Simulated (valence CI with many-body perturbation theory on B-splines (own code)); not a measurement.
Si: calculation against measured levels

Method: valence CI with perturbative core correlation (CI+MBPT): four valence electrons over a frozen Dirac-Fock core [Ne], radial functions for each j: 11 s, 11 p, 9 d, 7 f, 5 g, 2 h, 1 i, with the one-electron correlation potential Σ1, the two-electron term Σ2, the three-electron term Σ3, Breit, model QED; selected CI, second order for the rest, scaled by the run's own slope (own B-spline code, finite nucleus).

Against 48 measured levels this calculation errs by 36 cm⁻¹ on average and by 119 at most. These come from a selection out of the NIST Handbook of Basic Atomic Spectroscopic Data. Levels without a partner in it may be off by more. Among the levels kept, up to 810 cm⁻¹ of a level comes from second order outside the variational space, and about a tenth of that is noise between levels of different J, which matters for small intervals.

Measured levels: NIST Handbook of Basic Atomic Spectroscopic Data (Sansonetti and Martin, J. Phys. Chem. Ref. Data 34, 1559 (2005)). Pairs share parity and J, and are chosen by configuration, term and nearness in energy; levels without a clear partner are left out. Energies in cm⁻¹ above the measured ground level. The last column is blank where CI alone has no clear partner.

Names give the largest LS component (configuration and term), which can be under half, so a name can repeat, a term be missing and a line seem to break the LS rules; names also repeat where a configuration has a term twice.

```tsv
Computed label	Label in the source	Measured	Computed	Difference	CI alone, difference
3s²3p² ³P_0	3s2 3p2 3P	0	0.0	0	0
3s²3p² ³P_1	3s2 3p2 3P	77.1	87.6	+11	+8
3s²3p² ³P_2	3s2 3p2 3P	223.2	240.6	+17	+19
3s²3p² ¹D_2	3s2 3p2 1D	6298.8	6349.0	+50	+82
3s²3p² ¹S_0	3s2 3p2 1S	15394.4	15481.3	+87	+98
3s3p³ ⁵S°_2	3s 3p3	33326.0	33207.2	-119	-1084
3s²3p4s ³P°_0	3s2 3p 4s 3P°	39683.2	39717.0	+34	+11
3s²3p4s ³P°_1	3s2 3p 4s 3P°	39760.3	39800.3	+40	+20
3s²3p4s ³P°_2	3s2 3p 4s 3P°	39955.1	39996.0	+41	+19
3s²3p4s ¹P°_1	3s2 3p 4s 1P°	40991.9	41035.7	+44	+52
3s3p³ ³D°_1	3s 3p3 3D°	45276.2	45240.0	-36	-634
3s3p³ ³D°_2	3s 3p3 3D°	45293.6	45257.3	-36	-638
3s3p³ ³D°_3	3s 3p3 3D°	45321.8	45286.9	-35	-636
3s²3p4p ¹P_1	3s2 3p 4p 1P	47284.1	47311.8	+28	-35
3s²3p4p ³D_1	3s2 3p 4p 3D	48020.1	48051.7	+32	-27
3s²3p4p ³D_2	3s2 3p 4p 3D	48102.3	48142.1	+40	-22
3s²3p4p ³D_3	3s2 3p 4p 3D	48264.3	48299.1	+35	-25
3s²3p4p ³P_0	3s2 3p 4p 3P	49028.3	49043.0	+15	-65
3s²3p4p ³P_1	3s2 3p 4p 3P	49060.6	49083.9	+23	-50
3s²3p4p ³P_2	3s2 3p 4p 3P	49188.6	49219.8	+31	-48
3s²3p4p ³S_1	3s2 3p 4p 3S	49399.7	49430.3	+31	-24
3s²3p4p ¹D_2	3s2 3p 4p 1D	50189.4	50227.3	+38	-32
3s²3p4p ¹S_0	3s2 3p 4p 1S	51612.0	51645.1	+33	-27
3s²3p5s ³P°_0	3s2 3p 5s 3P°	54245.0	54254.6	+10	-50
3s²3p5s ³P°_1	3s2 3p 5s 3P°	54313.8	54327.3	+13	
3s²3p5s ³P°_2	3s2 3p 5s 3P°	54528.2	54549.1	+21	-39
3s²3p5s ¹P°_1	3s2 3p 5s 1P°	54871.0	54883.3	+12	
3s²3p4d ¹D°_2	3s2 3p 4d 1D°	56503.3	56564.1	+61	
3s²3p4d ³P°_2	3s2 3p 4d 3P°	56690.9	56744.2	+53	
3s²3p4d ³P°_1	3s2 3p 4d 3P°	56700.2	56745.6	+45	-191
3s²3p4d ³P°_0	3s2 3p 4d 3P°	56733.4	56779.6	+46	-192
3s²3p5p ¹P_1	3s2 3p 5p 1P	56780.4	56802.7	+22	-43
3s²3p5p ³D_1	3s2 3p 5p 3D	56978.3	56997.2	+19	
3s²3p5p ³D_2	3s2 3p 5p 3D	57017.5	57040.1	+23	-48
3s²3p5p ³D_3	3s2 3p 5p 3D	57198.0	57222.2	+24	-45
3s²3p5p ³P_0	3s2 3p 5p 3P	57295.9	57292.6	-3	-71
3s²3p5p ³P_1	3s2 3p 5p 3P	57328.8	57336.7	+8	
3s²3p4d ³F°_2	3s2 3p 4d 3F°	57372.3	57429.1	+57	-58
3s²3p4d ³F°_3	3s2 3p 4d 3F°	57450.6	57508.5	+58	-54
3s²3p5p ³P_2	3s2 3p 5p 3P	57468.2	57478.1	+10	
3s²3p5p ³S_1	3s2 3p 5p 3S	57541.9	57553.7	+12	
3s²3p4d ³F°_4	3s2 3p 4d 3F°	57583.7	57643.6	+60	-50
3s²3p5p ¹D_2	3s2 3p 5p 1D	57798.1	57813.2	+15	
3s²3p5p ¹S_0	3s2 3p 5p 1S	58311.7	58338.2	+27	-36
3s²3p4d ¹P°_1	3s2 3p 4d 1P°	58801.5	58854.2	+53	
3s²3p4d ¹F°_3	3s2 3p 4d 1F°	58893.4	58945.3	+52	-49
3s²3p4d ³D°_2	3s2 3p 4d	59032.2	59084.8	+53	-69
3s²3p4d ³D°_1	3s2 3p 4d	59056.5	59107.5	+51	
3s²3p4d ³D°_3	3s2 3p 4d	59118.0	59169.7	+52	-67
```

Over 48 excited levels the mean absolute difference is 36 cm⁻¹, the median 34 and the largest 119. For the 37 levels that pair on every rung the mean is CI alone 128, + Σ1 491, + Σ2 79, + Σ3 43, + Breit 33, + QED 38. The comparison draws on a selection of the measured levels: 49 of the 85 computed ones have a partner in it, and others may be off by more.
